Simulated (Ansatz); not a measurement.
Two isomers of CH6OSiSn: A = `C1[O][SnH2][SiH2]1`, B = `O[SiH]1[CH2][SnH2]1`.

Gas-phase electronic energies from Ansatz, PBE0-D4/def2-TZVP geometries. CCSD(T)/CBS adds triple-zeta CCSD(T) − MP2 to the extrapolated MP2 energy (def2 sets, frozen cores). Functionals use def2-TZVPP. B3LYP here is the variant with VWN-RPA as its local correlation; programs differ in this. Elements past krypton have def2 core potentials. For Sn outer-core shells are correlated without core-valence functions, which leaves a few kJ/mol of doubt a bond. Each species was taken in one conformer, which may not be the lowest.

(1) Which is lower in electronic energy at CCSD(T)/CBS, and by how much? (Best estimate.)

(2) Give E(B) − E(A) in kJ/mol with B3LYP-D4, r2SCAN-D4, CCSD(T)/def2-TZVPP, CCSD/def2-TZVPP, MP2/def2-TZVPP, HF/def2-TZVPP, B3LYP. (Estimate.)

Largest T1 diagnostic: 0.015.

Results:

(1) Computed: B, by 89.3 kJ/mol.

(2) Computed: B3LYP-D4 -81.0, r2SCAN-D4 -89.8, CCSD(T)/def2-TZVPP -88.9, CCSD/def2-TZVPP -88.1, MP2/def2-TZVPP -100.5, HF/def2-TZVPP -76.4, B3LYP -82.3. None reverses the order clearly.

In def2-TZVPP, CCSD(T) changes the Hartree–Fock value by −12.4 kJ/mol (the triples alone add −0.7 kJ/mol) and MP2 by −24.0 kJ/mol. From PBE to PBE0 (25 % exact exchange), in def2-TZVPP and without D4, E(B) − E(A) moves by −3.5 kJ/mol.
